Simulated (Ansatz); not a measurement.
Start from `FB(F)OP` and change one atom or group to get `FB(F)Cl`.

Ansatz, PBE0-D4/def2-TZVP geometries, multiplicity 1. Each molecule was computed in one conformer, which needn't be the lowest.

```csv
property,`FB(F)OP`
HOMO–LUMO gap (ωB97M-V/def2-TZVPP) / eV,11.19
HOMO energy (B3LYP/def2-TZVPP) / eV,-7.63
HOMO–LUMO gap (PBE0/def2-TZVPP) / eV,7.12
LUMO energy (PBE0/def2-TZVPP) / eV,-0.70
size of the dipole moment (ωB97M-V/def2-TZVPP) / D,1.83
HOMO–LUMO gap (PBE/def2-TZVPP) / eV,4.91
```

What does the change do to each property? (Best estimate.)

Ansatz gave: 
```tsv
property	`FB(F)Cl`	shift
HOMO–LUMO gap (ωB97M-V/def2-TZVPP) / eV	14.14	2.95
HOMO energy (B3LYP/def2-TZVPP) / eV	-9.61	-1.98
HOMO–LUMO gap (PBE0/def2-TZVPP) / eV	9.71	2.59
LUMO energy (PBE0/def2-TZVPP) / eV	-0.20	0.50
size of the dipole moment (ωB97M-V/def2-TZVPP) / D	0.27	-1.56
HOMO–LUMO gap (PBE/def2-TZVPP) / eV	7.09	2.18
```

With PBE0 the HOMO falls by 2.09 eV and the LUMO rises by 0.50 eV, so the gap widens by about 2.59 eV. PBE moves the HOMO by -1.78 eV and ωB97M-V by -2.18 eV. The zero-point energy changes by -56.9 kJ/mol with -9 modes. Dipoles are sizes alone; their direction can turn.

B3LYP here is the variant with VWN-RPA as its local correlation; programs differ in this.
